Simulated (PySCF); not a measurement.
Species: C7H8.
SMILES: `CC1=CC=CC=C1`

All values: wB97X-D/def2-SVPD (PySCF, non-relativistic), on one gas-phase PBE0-D3(BJ)/def2-SVP geometry that isn't relaxed in the solvent. The solvent is an IEF-PCM continuum (Bondi radii, 1.10 Å for H, scaled by 1.2), and excitations are vertical TDDFT with non-equilibrium linear response and a frozen core. Specific hydrogen bonds and non-electrostatic terms are outside this model.

```csv
run,E − E(gas) (kJ/mol),HOMO (eV),HOMO–LUMO gap (eV),dipole (D),lowest singlet (eV),static polarisability (au)
gas,0.00,-8.72,10.22,0.40,5.40,80.6
P,-10.07,-8.77,10.22,0.55,5.41,108.1
Q,-8.23,-8.75,10.22,0.53,5.40,102.8
```

**Question.** The runs were made in chloroform and dichloromethane. Which run belongs to which solvent?

**Answer.** P = dichloromethane, Q = chloroform. The dielectric constants are 4.711 (chloroform), 8.93 (dichloromethane), and the energy falls further as ε rises. The optical constants n² used for the excitations are 2.09, 2.03 in the same order. In this model the ground state sees the solvent through ε alone.

**Question.** How constant is the ratio of the lowering to (ε − 1)/(2ε + 1)?

**Answer.** 
```tsv
solvent	(ε − 1)/(2ε + 1)	E − E(gas) (kJ/mol)	ratio (kJ/mol)	polarisation term (kJ/mol)
chloroform	0.356	-8.23	-23.1	-9.02
dichloromethane	0.420	-10.07	-23.9	-11.27
```

The ratio changes by +3.6 % in size from chloroform to dichloromethane. The polarisation term is half the interaction of the solute with the induced surface charges.

Note: wB97X-D ran without an empirical dispersion term, which enters the total energy and its gradient alone.
